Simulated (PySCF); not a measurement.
Simulation results for CH$_{5}$Al$_{2}$N, CH$_{4}$AlN, CH$_{3}$AlNO, CH$_{4}$AlO$_{2}$

Computed with PySCF 2.14.0. Calculation on a computer-drawn molecule: the log of a Hartree-Fock and frozen-core CCSD(T) single point meant for a local Hartree-Fock minimum, with one planted fault or none, to be diagnosed. Offsets are logged minus clean, where the clean run is the same molecule without the fault. The reference is restricted for singlets and unrestricted otherwise, and also for a bond in bohr or an excited solution. Adding or removing an electron swaps singlet and doublet. The excited solution moves the top pair (singlet) or top alpha electron (doublet) to the lowest empty orbital. Highest occupied and lowest empty are orbital energies over both spins, largest force is the largest gradient component, triples share is (T) over the correlation energy, the T1 limit is 0.02 restricted and 0.045 unrestricted, electrons count all cores, a negative frequency is imaginary (commonest isotopes), and the dipole is about the centre of nuclear charge.

Common to all runs: meant multiplicity 1; logged SCF converged yes; possible faults no fault, one electron removed, one electron added, multiplicity raised by two, geometry at a saddle point, SCF held on an excited solution, minimal basis STO-3G, one bond length entered in bohr, all coordinates scaled.

(1) CH$_{5}$Al$_{2}$N

Logged structure:
```xyz
9
CH5Al2N
C     -0.7450    -0.8747     0.4709
N     -0.1747     0.5064     0.5703
Al     0.3702     1.3237    -0.9973
Al    -0.0233     1.3470     2.1713
H     -0.1520    -1.6154     1.0486
H     -1.7914    -0.9234     0.8408
H     -0.7655    -1.2395    -0.5823
H      0.6065     2.8255     2.1319
H     -0.4945     0.6440     3.5345
```

| Property | Result |
| --- | --- |
| meant charge | 0 |
| meant basis | cc-pV(D+d)Z |
| logged electrons | 44 |
| logged basis functions | 99 |
| logged spin squared | 0 |
| logged highest occupied | -8.1071 eV |
| logged lowest empty | 1.4894 eV |
| logged largest force | 0.011345 hartree/bohr |
| logged T1 diagnostic | 0.015729 |
| logged D1 diagnostic | 0.052455 |
| logged triples share | 0.030957 |
| logged CC converged | yes |
| logged dipole magnitude | 1.2654 debye |
| logged SCF stable within its kind | yes |
| logged energy HF | -579.09572 hartree |
| logged energy CCSD(T) | -579.59094 hartree |
| planted fault | all coordinates scaled, by +1.6 % |
| HF energy offset from clean run | 1.266 kcal/mol |
| CCSD(T) energy offset from clean run | -0.4433 kcal/mol |

Drawn bonds:
```tsv
atom	other atom	order
1	2	1
2	3	1
2	4	1
1	5	1
1	6	1
1	7	1
4	8	1
4	9	1
```

(2) CH$_{4}$AlN

Logged structure:
```xyz
7
CH4AlN
C     -2.9320    -0.3556     1.1916
N     -1.6188    -0.5463     0.6970
Al    -0.1399    -0.7610     0.1402
H     -2.9727    -0.4145     2.2864
H     -3.3394     0.6239     0.9123
H     -3.6304    -1.1097     0.8082
H      1.2992    -0.9701    -0.4016
```

| Item | Value |
| --- | --- |
| meant charge | 0 |
| meant basis | cc-pV(D+d)Z |
| logged electrons | 30 |
| logged basis functions | 71 |
| logged spin squared | 0 |
| logged highest occupied | -3.6631 eV |
| logged lowest empty | -2.807 eV |
| logged largest force | 0.24732 hartree/bohr |
| logged CC converged | no |
| logged dipole magnitude | 7.6348 debye |
| logged SCF stable within its kind | no |
| logged energy HF | -336.13411 hartree |
| planted fault | SCF held on an excited solution |
| HF energy offset from clean run | 228.8 kcal/mol |

Drawn bonds:
```tsv
atom	other atom	order
1	2	1
2	3	2
1	4	1
1	5	1
1	6	1
3	7	1
```

Notes: CCSD not converged.

(3) CH$_{3}$AlNO

Logged structure:
```xyz
7
CH3AlNO
C     -0.9401    -1.6487    -0.2047
N      0.2090    -1.7205    -1.0095
Al     1.5490    -1.8039    -1.9465
O      2.8687    -1.8860    -2.8697
H     -0.7156    -1.5939     0.8759
H     -1.5694    -0.7656    -0.4172
H     -1.6107    -2.5195    -0.3197
```

| Quantity | Value |
| --- | --- |
| meant charge | -1 |
| meant basis | aug-cc-pV(D+d)Z |
| logged electrons | 38 |
| logged basis functions | 128 |
| logged spin squared | 2.0174 |
| logged highest occupied | 0.095048 eV |
| logged lowest empty | 3.2261 eV |
| logged largest force | 0.07584 hartree/bohr |
| logged T1 diagnostic | 0.034905 |
| logged D1 diagnostic | 0.14172 |
| logged triples share | 0.040074 |
| logged CC converged | yes |
| logged dipole magnitude | 7.3569 debye |
| logged SCF stable within its kind | yes |
| logged energy HF | -410.79731 hartree |
| logged energy CCSD(T) | -411.41984 hartree |
| planted fault | multiplicity raised by two |
| HF energy offset from clean run | 40.43 kcal/mol |
| CCSD(T) energy offset from clean run | 61.14 kcal/mol |

Drawn bonds:
```tsv
atom	other atom	order
1	2	1
2	3	2
3	4	1
1	5	1
1	6	1
1	7	1
```

Notes: highest electron not bound in this basis.

(4) CH$_{4}$AlO$_{2}$

Logged structure:
```xyz
8
CH4AlO2
C     -1.1489    -1.3268     1.9744
O     -1.6911    -1.3554     0.6496
Al    -2.2899    -1.3882    -0.8149
O     -2.8909    -1.4211    -2.2843
H     -0.0699    -1.2379     1.8989
H     -1.4225    -2.2504     2.4743
H     -1.9401     0.2893     2.9584
H     -3.2473    -1.4409    -3.1570
```

| Item | Value |
| --- | --- |
| meant charge | 1 |
| meant basis | cc-pV(D+d)Z |
| logged electrons | 38 |
| logged basis functions | 85 |
| logged spin squared | 0.7233 |
| logged highest occupied | -15.721 eV |
| logged lowest empty | -4.8053 eV |
| logged largest force | 0.022846 hartree/bohr |
| logged T1 diagnostic | 0.056825 |
| logged D1 diagnostic | 0.26741 |
| logged triples share | 0.029412 |
| logged CC converged | yes |
| logged dipole magnitude | 2.5611 debye |
| logged SCF stable within its kind | yes |
| logged energy HF | -431.54539 hartree |
| logged energy CCSD(T) | -432.13525 hartree |
| planted fault | one bond length entered in bohr, row 6 of the drawn bonds |
| HF energy offset from clean run | 82.44 kcal/mol |
| CCSD(T) energy offset from clean run | 83.19 kcal/mol |

Drawn bonds:
```tsv
atom	other atom	order
1	2	1
2	3	1
3	4	1
1	5	1
1	6	1
1	7	1
4	8	1
```

Notes: T1 above single-reference limit.

(5) CH$_{4}$AlO$_{2}$

Logged structure:
```xyz
8
CH4AlO2
C     -1.1489    -1.3268     1.9744
O     -1.6911    -1.3554     0.6496
Al    -2.2899    -1.3882    -0.8149
O     -2.8909    -1.4211    -2.2843
H     -0.0699    -1.2379     1.8989
H     -1.4225    -2.2504     2.4743
H     -1.5676    -0.4716     2.4951
H     -3.2473    -1.4409    -3.1570
```

| Quantity | Value |
| --- | --- |
| meant charge | 1 |
| meant basis | cc-pV(D+d)Z |
| logged electrons | 38 |
| logged basis functions | 85 |
| logged spin squared | 0 |
| logged highest occupied | -10.543 eV |
| logged lowest empty | -12.638 eV |
| logged largest force | 0.28112 hartree/bohr |
| logged CC converged | no |
| logged dipole magnitude | 6.5888 debye |
| logged SCF stable within its kind | no |
| logged energy HF | -431.08617 hartree |
| planted fault | SCF held on an excited solution |
| HF energy offset from clean run | 370.6 kcal/mol |

Drawn bonds:
```tsv
atom	other atom	order
1	2	1
2	3	1
3	4	1
1	5	1
1	6	1
1	7	1
4	8	1
```

Notes: CCSD not converged.
